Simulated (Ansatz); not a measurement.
Reaction (formal loss of a carbene): `[F][Zn][CH2]Cl` → `[F][Zn][Cl]` + `[CH2]` (triplet)

Gas-phase electronic energies from Ansatz, PBE0-D4/def2-TZVP geometries. CBS: MP2 limit from def2 TZ/QZ plus the TZ coupled-cluster correction, frozen cores. This one scheme is used for every species. DFT in def2-TZVPP. Triplets are unrestricted, without spin–orbit coupling. For Zn outer-core shells are correlated without core-valence functions, which leaves a few kJ/mol of doubt a bond. Scalar relativity is left out up to krypton. Each species was taken in one conformer, which may not be the lowest.

CCSD(T)/CBS gives +63.9 kcal/mol.

(1) Another level gave +58.3 kcal/mol. Which?
A. LDA (SPW92)/def2-TZVPP
B. BHLYP-D4/def2-TZVPP
C. B2PLYP/def2-TZVPP
D. CCSD(T)/def2-TZVPP

(2) What do rigid-rotor, harmonic-oscillator terms from PBE0-D4/def2-TZVP frequencies (298.15 K, 1 bar) make of the CCSD(T)/CBS value? (Best estimate.)

Largest T1 diagnostic among the species: 0.016.

## Answers

(1) B. BHLYP-D4 58.3, CCSD(T)/def2-TZVPP 62.4, B2PLYP 63.5, LDA (SPW92) 86.5 kcal/mol.

(2) The calculation gave: ΔZPE = -5.8 kcal/mol, ΔH = +59.7 kcal/mol, ΔS = 142 J/(mol·K), ΔG = +49.6 kcal/mol. Open shells count their whole term as degenerate.

Leaving LDA and LC-ωPBE aside and taking each functional with its dispersion term where it has one, the values, not all of them listed here, spread over 13.1 kcal/mol, from r2SCAN0-D4 to PBE-D4. LDA lies +17.2 kcal/mol from PBE without D4. From r2SCAN to r2SCAN0 (25 % exact exchange), in def2-TZVPP and without D4, ΔE moves by −3.1 kcal/mol. At CCSD(T), def2-SVP lies −5.7 kcal/mol from the extrapolated value and def2-TZVPP −1.4 kcal/mol.
